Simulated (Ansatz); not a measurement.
`C#C[SiH](Cl)Cl` + `F[SiH3]` → `C#C[SiH2]F` + `Cl[SiH2]Cl` at 700 K and 1 bar (formal exchange of groups at a C–Si bond).

Computed with Ansatz on PBE0-D4/def2-TZVP structures; ΔE is electronic, products minus reactants. CBS: MP2 limit from def2 TZ/QZ plus the TZ coupled-cluster correction, frozen cores. This one scheme is used for every species.

```
         species  CCSD(T)/CBS energy (Eh)  H − E (kJ/mol)  S (J/(mol·K))
`C#C[SiH](Cl)Cl`              -1285.99086           148.6          438.5
       `F[SiH3]`               -390.72345           108.4          291.4
    `C#C[SiH2]F`               -466.78369           159.3          383.1
    `Cl[SiH2]Cl`              -1209.93203            98.0          351.1
```

H − E and S are ideal-gas, rigid-rotor, harmonic terms from PBE0-D4/def2-TZVP. 1 Eh = 2625.50 kJ/mol, R = 8.31446 J/(mol·K).

Task: By hand: ΔE, ΔH, ΔS and ΔG.

Result: ΔE = (-466.78369) + (-1209.93203) − (-1285.99086) − (-390.72345) = -0.00141 Eh = -3.7 kJ/mol. Δ(H − E) = 159.3 + 98.0 − 148.6 − 108.4 = 0.3, so ΔH = -3.4 kJ/mol. ΔS = 383.1 + 351.1 − 438.5 − 291.4 = 4.3 J/(mol·K). ΔG = -3.4 − 700 × (4.3)/1000 = -6.4 kJ/mol.

Task: By hand: the equilibrium constant, and the temperature at which ΔG would vanish if ΔH and ΔS stayed fixed.

Result: log₁₀ K = −ΔG/(RT ln 10) = 0.5. ΔH and −TΔS have one sign here, so there is no such temperature. One of them is within its doubt of zero, so this could turn.

TΔS isn't small against ΔH here. A doubt of 5 kJ/mol in ΔE shifts log₁₀ K by 0.4 here. These are equilibria of isolated gas molecules and say nothing of rates. Largest T1 diagnostic: 0.012 (customary marks: 0.02 for closed shells, 0.045 for open ones).
